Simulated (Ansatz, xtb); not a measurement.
System: sum formula SiOCl2 (charge 0, singlet). 
Structure (B3LYP-D3(BJ)/def2-TZVP (Ansatz, a program for electronic structure) minimum search):
```
Si
O 1 1.5099
Cl 1 2.0170 2 125.67
Cl 1 2.0170 2 125.67 3 180.00
```
Charge 0, spin multiplicity 1.

Harmonic wavenumbers from GFN2-xTB (xtb, at its own minimum), cm⁻¹: 162, 223, 269, 478, 578, 1414.

Q: Give the harmonic wavenumbers at B3LYP-D3(BJ)/def2-TZVP (Ansatz, finite differences of forces, unscaled).

A: 199, 268, 286, 490, 627, 1267 cm⁻¹. Zero-point energy 4.5 kcal/mol.

Q: From these and the geometry, give the ideal-gas thermochemistry at 298.15 K and 1 atm (rigid rotor, harmonic oscillator).

A: Point group C2v, rotational symmetry number 2. Rotational constants 4.857, 2.655, 1.717 GHz. S(trans) 40.13, S(rot) 25.70, S(vib) 6.37, S(elec, spin only) 0.00, S 72.2 cal/(mol K). H(298) - H(0) 3.53 kcal/mol; G - E(el) -13.5 kcal/mol.
